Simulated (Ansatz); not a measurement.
Program: Ansatz. Geometries: PBE0-D4/def2-TZVP. ΔE: electronic, gas phase. CCSD(T)/CBS adds triple-zeta CCSD(T) − MP2 to the extrapolated MP2 energy (def2 sets, frozen cores). This one scheme is used for every species. Functionals use def2-TZVPP. One conformer a species, not always the lowest.

Reaction (formal exchange of groups at the Si–B bond): `COB(N)[SiH3]` + `FC(Cl)Cl` → `[SiH3]C(Cl)Cl` + `COB(N)F`

```csv
species,PBE energy (Eh)
`COB(N)[SiH3]`,-486.99484
`FC(Cl)Cl`,-1058.51417
`[SiH3]C(Cl)Cl`,-1249.86065
`COB(N)F`,-295.72204
```

Task: Work out ΔE.

Result: ΔE = (-1249.86065) + (-295.72204) − (-486.99484) − (-1058.51417) = -0.07368 Eh = -46.2 kcal/mol. CCSD(T)/CBS gives -54.3 kcal/mol.

Largest T1 diagnostic among the species: 0.013.

In def2-TZVPP, CCSD(T) changes the Hartree–Fock value by +5.2 kcal/mol (the triples alone add +1.2 kcal/mol) and MP2 by +2.5 kcal/mol. From PBE to PBE0 (25 % exact exchange), in def2-TZVPP and without D4, ΔE moves by −3.4 kcal/mol.
